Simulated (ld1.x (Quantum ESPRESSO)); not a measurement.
# What one change does to a pseudopotential (neon (Ne), RRKJ)

| Property | Result |
| --- | --- |
| Element | Ne |
| Generator | ld1.x (Quantum ESPRESSO) 7.5 |
| Type | norm-conserving RRKJ (Kleinman–Bylander form) |
| Functional | LDA (PZ) |
| Relativity | scalar-relativistic |
| Frozen core | [He] |
| Valence charge | 8 |
| Reference configuration | 2s2 2p6 |
| Partial waves | 2s (bound): rc 0.60 bohr; 2p (bound): rc 1.00 bohr |
| Local potential | the p channel |
| Core correction | Bessel-smoothed model core inside 0.45 bohr |
| rho0 | 0.005 |

All-electron outer shells of the reference configuration (LDA (PZ), scalar-relativistic, ld1.x):

| shell | level (eV) | outermost node (bohr) | outermost maximum (bohr) |
| --- | --- | --- | --- |
| 1s | -825.81 | – | 0.10 |
| 2s | -36.11 | 0.22 | 0.69 |
| 2p | -13.53 | – | 0.62 |

Change: wave 2p (bound): rc 1.00 bohr becomes 2p (bound): rc 1.32 bohr.

Cutoffs: the cutoffs (Ry, on a coarse ladder) from which the occupation-weighted sum of valence levels, in a spherical-Bessel basis at the reference potential, stays within 10 and 1 mRy of its value at 400 Ry; they do not see the model core or the augmentation charge, which bear on the density cutoff. Errors are all-electron minus pseudo energies relative to the spin-unpolarised reference configuration.

Predict the effect on cutoff, ghosts and configuration errors.

Of the 8 tests that both files solve, the error grows in 6 and shrinks in 2 by more than 15 % and 0.3 meV (median size 15.9 → 21.2 meV); neither file shows a bound ghost.

```tsv
quantity	base	changed
cutoff, loose	260 Ry	260 Ry
cutoff, tight	over 300 Ry	over 300 Ry
loose cutoff by channel (10 mRy a level)	s 230 Ry, p 110 Ry	s 230 Ry, p 80 Ry
bound ghosts	none	none
error for 2s2 2p5, meV [ΔE 22.65 eV]	-10	-21
error for 2s2 2p4, meV [ΔE 66.06 eV]	-20	+13
error for 2s2 2p3, meV [ΔE 133.58 eV]	+55	+416
error for 2s2 2p2, meV [ΔE 228.27 eV]	+410	+1743
error for 2s2 2p5.5, meV [ΔE 8.96 eV]	-3.0	-6.9
error for 2s1 2p6, meV [ΔE 45.56 eV]	-11	-93
error for 2s2 2p5 (spin-polarised), meV [ΔE 22.18 eV]	+0.9	-22
error for 2s2 2p4 (spin-polarised), meV [ΔE 63.80 eV]	+31	-6.8
```
